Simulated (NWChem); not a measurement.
Species: YCl3; SMILES [Cl][Y]([Cl])[Cl]

```xyz
4

Y      0.0669     0.1958     0.1253
Cl     2.3893    -0.2031    -0.4978
Cl    -0.8354    -0.7891     2.1641
Cl    -1.3528     1.5831    -1.2891
```
Atoms are numbered in this order, from 1.

Level: PBE0/def2-SVP with def2 effective core potentials on Y (NWChem), optimised geometry, unscaled harmonic frequencies. def2 effective core potentials on Y; no spin-orbit coupling.

Question: List the harmonic frequencies with IR intensities, and the thermochemistry.

Answer: 
```json
[
 {"frequency (cm⁻¹)": "45", "IR intensity (km/mol)": "43.5"},
 {"frequency (cm⁻¹)": "84", "IR intensity (km/mol)": "5.1"},
 {"frequency (cm⁻¹)": "84", "IR intensity (km/mol)": "5.1"},
 {"frequency (cm⁻¹)": "337", "IR intensity (km/mol)": "0.0"},
 {"frequency (cm⁻¹)": "397", "IR intensity (km/mol)": "122.8"},
 {"frequency (cm⁻¹)": "397", "IR intensity (km/mol)": "122.9"}
]
```

| Quantity | Result |
|---|---|
| zero-point energy | 1.9 kcal/mol |
| thermal correction to the enthalpy at 298.15 K (with zero-point energy) | 6.4 kcal/mol |
| heat capacity Cv | 16.4 cal/(mol K) |
| entropy at 298.15 K and 1 atm (symmetry number 6) | 83.3 cal/(mol K) |

Rigid rotor and harmonic oscillator; modes under 100 cm⁻¹ make the entropy uncertain.
